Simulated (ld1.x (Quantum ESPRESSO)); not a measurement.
## Ranking RRKJ potentials for boron

All share these settings but for the change named:

boron (B), norm-conserving RRKJ (Kleinman–Bylander form), made with ld1.x (Quantum ESPRESSO) 7.5 (PBE, scalar-relativistic). Core [He], reference 2s1.75 2p1.25. Waves: 2s (bound): rc 1.20 bohr; 2p (bound): rc 2.75 bohr. Local part: the p channel. Core correction: Bessel-smoothed model core inside 0.90 bohr.

Test errors are all-electron minus pseudo excitation energies from the reference, over 2s2 2p1; 2s2 2p0; 2s1 2p0; 2s1 2p2; 2s1 2p1; 2s0 2p3; 2s2 2p0.5. None of these files shows a bound ghost.

The base gives 246.6 meV.

Of 6 variants that were run, those that failed, showed a ghost or another fault, or gave nearly equal values are left out.

A variant can come out equal or close to the base, since the largest error may sit in a test that the change hardly touches while other tests move.

Q: Rank these variants by their largest absolute test error, smallest first.
A. wave 2p (bound): rc 2.75 bohr becomes 2p (bound): rc 2.70 bohr
B. wave 2p (bound): rc 2.75 bohr becomes 2p (bound): rc 1.80 bohr
C. wave 2p (bound): rc 2.75 bohr becomes 2p (bound): rc 3.10 bohr
D. wave 2p (bound): rc 2.75 bohr becomes 2p (bound): rc 2.44 bohr
E. wave 2p (bound): rc 2.75 bohr becomes 2p (bound): rc 4.12 bohr

A: B (89.1 meV), D (171.0 meV), A (228.3 meV), C (370.5 meV), E (904.1 meV).
